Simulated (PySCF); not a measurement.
CHF, SMILES F[CH] (connectivity only; charge and spin as stated), neutral, multiplicity 1. Atoms are numbered in the order given.

```xyz
3

C     -0.1911    -0.7068     0.0000
F      0.0308     0.5958     0.0000
H      0.8697    -1.1214     0.0000
```
Charge 0, spin multiplicity 1.

Geometry: PBE-D3(BJ)/def2-TZVPD. The isomer is the one that the SMILES or the coordinates give; other isomers of the formula were not compared.

Computed with PBE-D3(BJ)/def2-TZVPD in PySCF 2.14.0.

Harmonic, unscaled wavenumbers; measured fundamentals usually lie a few per cent lower.

Computed vibrational spectrum:
| mode | ν (cm⁻¹) | IR (km/mol) | moving atoms (share of kinetic energy) |
|---|---|---|---|
| 1 | 1158 | 153.3 | C 61 %, F 39 % |
| 2 | 1391 | 21.7 | H 87 %, C 9 % |
| 3 | 2644 | 194.6 | H 92 % |
